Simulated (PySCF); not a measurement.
FGaH2O, SMILES [OH][GaH][F]. Geometry: B3LYP-D3(BJ)/def2-TZVP. The values are those of a single conformer.

Method: B3LYP-D3(BJ)/def2-TZVP (PySCF).

Harmonic wavenumbers (cm⁻¹): 191, 387, 496, 564, 661, 707, 854, 2079, 3826. Rotational constants (GHz): 17.87, 6.448, 4.738; symmetry number 1.

Task: Work out the zero-point energy and the ideal-gas rigid-rotor harmonic-oscillator thermochemistry at 298.15 K and 1 atm.

Result: ZPE = ½ Σ hcν = ½ × 9765 cm⁻¹ = 13.96 kcal/mol. H − E(el) = 17.34 kcal/mol. Entropy in cal/(mol K): translation 39.91, rotation 23.89, vibration 5.24, total 69.04. G − E(el) = -3.24 kcal/mol. Cp = 15.96 cal/(mol K).
